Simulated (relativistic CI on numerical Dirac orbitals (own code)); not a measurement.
Radial parameters of Dy4+

These numbers are calculated, not measured: Dirac-Coulomb-Breit CI, orbitals from a KLI potential per configuration, model QED, valence Slater integrals scaled by 0.85, P86 correlation energy added to each configuration (own radial code, finite nucleus).

Slater integrals F^k, G^k are unscaled and averaged over j, outside the closed core [Kr] 4d10 5s2; ζ comes from projecting the Hamiltonian with its Breit term on Σ l·s of the shell.

- 4f⁸5p⁶: F^2(4f,4f) = 127560, F^4(4f,4f) = 80181, F^6(4f,4f) = 57727, ζ(4f) = 2030.2 cm⁻¹; <r>(4f) = 0.7603, <r^2>(4f) = 0.7284 (bohr units).
- 4f⁹5p⁵: F^2(4f,4f) = 122450, F^4(4f,4f) = 76727, F^6(4f,4f) = 55170, ζ(4f) = 1899.7, F^2(4f,5p) = 56819, G^2(4f,5p) = 29045, G^4(4f,5p) = 22618, ζ(5p) = 28350 cm⁻¹; <r>(4f) = 0.787, <r^2>(4f) = 0.7887, <r>(5p) = 1.444, <r^2>(5p) = 2.348 (bohr units).
- 4f⁷5p⁶6s: F^2(4f,4f) = 134210, F^4(4f,4f) = 84712, F^6(4f,4f) = 61091, ζ(4f) = 2158.6, G^3(4f,6s) = 4005 cm⁻¹; <r>(4f) = 0.7283, <r^2>(4f) = 0.6581, <r>(6s) = 2.754, <r^2>(6s) = 8.418 (bohr units).

Averages of the first 4 configurations, taken without configuration mixing, which lowers the lowest level and can move excited configurations by several eV; other configurations of the list can lie among them:

```csv
Configuration,Parity,States,Average energy above the lowest level (eV)
4f⁸5p⁶,even,3003,9.4
4f⁹5p⁵,even,12012,28.0
4f⁷5p⁶6s,odd,6864,34.8
4f⁷5p⁶7s,odd,6864,52.2
```
